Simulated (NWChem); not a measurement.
System: C2H7O cation; SMILES C[OH+]C

```xyz
10

C      0.2700     0.0085    -1.2783
O     -0.5050    -0.0513     0.0000
C      0.2700     0.0085     1.2783
H      0.8213     0.9492    -1.3138
H      0.9268    -0.8590    -1.2547
H     -0.4706    -0.0774    -2.0719
H     -1.2457     0.5908     0.0000
H     -0.4706    -0.0774     2.0719
H      0.9268    -0.8590     1.2547
H      0.8213     0.9492     1.3138
```
Atoms are numbered in this order, from 1.

All runs: NWChem. Pople sets run with spherical d functions. Geometry: optimised at B3LYP/6-31G* (spherical d). Level: B3LYP/6-31G* with COSMO at NWChem's default radii, gas-phase geometry; rows give the dielectric constant. Reactions with the solvent are ignored.

| dielectric constant | electrostatic solvation energy (kcal/mol) |
|---|---|
| 2.0 | -33.6 |
| 3.9 | [?] |
| 7.6 | -58.5 |
| 25.0 | -64.8 |
| 78.4 | -66.6 |

Some entries are withheld; supply them.


- 3.9, electrostatic solvation energy (kcal/mol): -50.1
